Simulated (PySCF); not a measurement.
C3H6N2Si, SMILES C(C#N)/C=N/[SiH3]. Atoms are numbered in the order given.

```xyz
12

N     -3.3384     0.9067    -0.6862
C     -2.5154     0.4115    -0.0317
C     -1.4510    -0.2097     0.7569
C     -0.1466    -0.3392    -0.0200
N      0.9627    -0.0582     0.5199
Si     2.5450    -0.2030    -0.2451
H     -1.2620     0.3664     1.6747
H     -1.7857    -1.2202     1.0548
H     -0.2637    -0.7108    -1.0611
H      3.1765     1.1400    -0.2243
H      2.4623    -0.7018    -1.6519
H      3.3494    -1.1460     0.5724
```
Charge 0, spin multiplicity 1.

Geometry optimised at TPSSh-D3(BJ)/def2-SVP. The structure was generated by enumeration; whether it is a known compound was not checked. One conformer was computed; it need not be the lowest.

Level of theory: HF/def2-TZVP in PySCF.

Atomic charges (e):

```
atom  Mulliken  Löwdin  meta-Löwdin
----  --------  ------  -----------
N1       -0.17    0.03        -0.24
C2       -0.15       ?         0.12
C3        0.05   -0.20        -0.20
C4        0.03       ?         0.14
N5       -0.47   -0.05        -0.55
Si6       0.45       ?         0.79
H7        0.16       ?         0.15
H8        0.16       ?         0.14
H9        0.12    0.13         0.08
H10      -0.05   -0.06        -0.14
H11      -0.07   -0.06        -0.16
H12      -0.05   -0.06        -0.14
```

### Question
Some entries are withheld; supply them. (An estimate is asked for; the answer gives what the named calculation found.)

### Answer

- C2, Löwdin: -0.17
- C4, Löwdin: -0.19
- Si6, Löwdin: 0.30
- H7, Löwdin: 0.17
- H8, Löwdin: 0.17

Computed Mayer and Wiberg (Löwdin basis) orders of the bonds:
```tsv
bond	Mayer	Wiberg
N1–C2	3.02	3.33
C2–C3	0.93	1.27
C3–C4	0.93	1.17
C4–N5	1.98	2.35
N5–Si6	0.98	1.27
C3–H7	0.95	0.82
C3–H8	0.96	0.81
C4–H9	0.96	0.85
Si6–H10	0.97	0.96
Si6–H11	0.96	0.96
Si6–H12	0.97	0.96
```
